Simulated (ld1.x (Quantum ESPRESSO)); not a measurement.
# An all-electron radial function and its pseudo partner (nitrogen (N))

Columns: radius, all-electron u(r) and pseudo u(r) of the 2s shell (level -21.60 eV) of nitrogen in the configuration [He] 2s2 2p2.75; BLYP, scalar-relativistic, TM semilocal scheme, ld1.x (Quantum ESPRESSO) 7.5.

```
r (bohr)  all-electron   pseudo
   0.100        0.3888  -0.0739
   0.200        0.2968  -0.1553
   0.300        0.0494  -0.2518
   0.400       -0.2175  -0.3687
   0.500       -0.4500  -0.5040
   0.600       -0.6315  -0.6428
   0.700       -0.7611  -0.7619
   0.800       -0.8440  -0.8440
   0.900       -0.8881  -0.8881
   1.000       -0.9017  -0.9017
   1.100       -0.8924  -0.8924
   1.200       -0.8665  -0.8665
   1.300       -0.8293  -0.8293
   1.400       -0.7848  -0.7848
   1.500       -0.7360  -0.7360
   1.600       -0.6852  -0.6852
   1.700       -0.6341  -0.6341
   1.800       -0.5839  -0.5839
   1.900       -0.5355  -0.5355
   2.000       -0.4894  -0.4894
   2.100       -0.4459  -0.4459
   2.200       -0.4053  -0.4053
   2.300       -0.3675  -0.3675
   2.400       -0.3326  -0.3326
   2.500       -0.3005  -0.3005
   2.600       -0.2711  -0.2711
```

Problem. How many radial nodes do the two functions have?

Solution. The all-electron 2s function has n − l − 1 = 1; the pseudo-wave has 0, since the states of the same l below it are removed with the core.

Problem. At about which radius was the pseudo-wave matched?

Solution. 0.85 bohr, where the columns begin to agree (steps of 0.10 bohr).

Problem. Is the pseudo-wave norm-conserving?

Solution. Yes: the TM semilocal scheme keeps the norm inside the radius equal to the all-electron one, which fixes the energy derivative of the logarithmic derivative at the level.
